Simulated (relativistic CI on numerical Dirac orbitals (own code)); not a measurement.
## What each ingredient does to the levels of Tl7+

Base calculation: Dirac-Coulomb-Breit CI, orbitals from a KLI potential per configuration, QED by a radiative potential, unscaled Slater integrals.

CI space (outside the closed core [Kr] 4d10 4f14 5s2): 5p⁶5d⁶, 5p⁶5d⁵6s, 5p⁶5d⁵5f, 5p⁶5d⁵6p, 5p⁵5d⁷, 5p⁶5d⁴6s6p, 5p⁶5d⁵5g, 5p⁶5d⁵6d, 5p⁶5d⁵7p, 5p⁶5d⁴6s², 5p⁶5d³5f6s², 5p⁶5d³6s²6p, 5p⁶5d³5g6s², 5p⁶5d³6s²6d. Double excitations out of closed p, d and f shells are left out; levels of such configurations are missing from the list, as are those of other unlisted configurations, and high levels can miss mixing partners.

The lowest level and the first level of each name with at least 55 % of one term (blank where a level has no safe partner in the second run):

```
       Level  Base (cm⁻¹)  Shift (cm⁻¹)
  5p⁶5d⁶ ⁵D4          0.0           0.0
  5p⁶5d⁶ ⁵D3      13193.7         -45.9
  5p⁶5d⁶ ⁵D0      17320.5         -32.8
  5p⁶5d⁶ ⁵D1      18038.5         -49.5
  5p⁶5d⁶ ³H6      31977.7         -35.2
  5p⁶5d⁶ ³F2      39457.0         -51.1
  5p⁶5d⁶ ¹S0      46900.0         -68.1
  5p⁶5d⁶ ³D1      48880.4         -56.8
  5p⁶5d⁶ ³D2      50498.7         -57.6
  5p⁶5d⁶ ³D3      54231.0         -71.4
  5p⁶5d⁶ ³P0      57038.5         -23.0
  5p⁶5d⁶ ¹I6      58617.7         -85.9
  5p⁶5d⁶ ³P1      65473.9        -112.1
  5p⁶5d⁶ ¹G4      68782.8         -96.5
  5p⁶5d⁶ ³F4      82109.3         -96.4
  5p⁶5d⁶ ³P2      95618.0        -129.5
5p⁶5d⁵6s ⁷S3     178468.5        -728.8
5p⁶5d⁵6s ⁵G4     218048.0        -731.0
5p⁶5d⁵6s ⁵G6     219876.8        -738.9
5p⁶5d⁵6s ⁵G5     221088.8        -743.0
5p⁶5d⁵6s ⁵D0     231824.4        -756.5
5p⁶5d⁵6s ³I6     242481.3        -764.7
```

At this charge configurations can still be misplaced by up to about 7 % of their energy. Terms inside the open d or f shell come out 10 to 20 % too wide with unscaled integrals. Levels and lines within the n = 5 or 6 shells can be off by up to 10 % or somewhat more, and those that change n by about 2 %, since core polarisation is missing.

Problem. One thing was changed in a second run, which moved the levels as shown. Which?
A. QED terms removed
B. Breit term removed
C. configuration mixing switched off

Solution. A. QED terms removed. QED shifts follow the density of s (and p1/2) electrons at the nucleus, so configurations move by their count of such electrons; where none moves, the smaller shifts of p3/2 electrons and of j = l + 1/2 against j = l − 1/2 set the pattern.

LS names give the leading component of a level, which can be under half, so a name can repeat, a term be missing and a line seem to break the LS rules.
